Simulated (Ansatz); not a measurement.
`C[BH][AlH][F]` + `CNC` → `C[N](C)[AlH][F]` + `BC` at 700 K and 1 bar (cleavage of the Al–B bond).

Gas-phase electronic energies from Ansatz, PBE0-D4/def2-TZVP geometries. CBS: MP2 limit from def2 TZ/QZ plus the TZ coupled-cluster correction, frozen cores. This one scheme is used for every species. Each species was taken in one conformer, which may not be the lowest.

```
          species  CCSD(T)/CBS energy (Eh)  H − E (kJ/mol)  S (J/(mol·K))
  `C[BH][AlH][F]`               -407.70477           220.2          439.7
            `CNC`               -135.00321           296.9          352.4
`C[N](C)[AlH][F]`               -476.92428           322.1          465.7
             `BC`                -65.83255           189.6          311.0
```

H − E and S are ideal-gas, rigid-rotor, harmonic terms from PBE0-D4/def2-TZVP, for one conformer and one mirror image of each species. 1 Eh = 2625.50 kJ/mol, R = 8.31446 J/(mol·K).

**Question.** By hand: ΔE, ΔH, ΔS and ΔG.

**Answer.** ΔE = (-476.92428) + (-65.83255) − (-407.70477) − (-135.00321) = -0.04885 Eh = -128.3 kJ/mol. Δ(H − E) = 322.1 + 189.6 − 220.2 − 296.9 = -5.4, so ΔH = -133.7 kJ/mol. ΔS = 465.7 + 311.0 − 439.7 − 352.4 = -15.4 J/(mol·K). ΔG = -133.7 − 700 × (-15.4)/1000 = -122.9 kJ/mol.

**Question.** By hand: the equilibrium constant, and the temperature at which ΔG would vanish if ΔH and ΔS stayed fixed.

**Answer.** log₁₀ K = −ΔG/(RT ln 10) = 9.2. ΔG = 0 at ΔH/ΔS = 8682 K, far beyond where these terms or the molecules hold.

ΔH outweighs TΔS. A doubt of 5 kJ/mol in ΔE shifts log₁₀ K by 0.4 here. Other conformers and mirror images would add mixing entropy, several J/(mol·K) or more a flexible species. Modes under 60 cm⁻¹, often nearly free rotors, make the harmonic entropy too high. These are equilibria of isolated gas molecules and say nothing of rates. Largest T1 diagnostic: 0.012 (customary marks: 0.02 for closed shells, 0.045 for open ones).
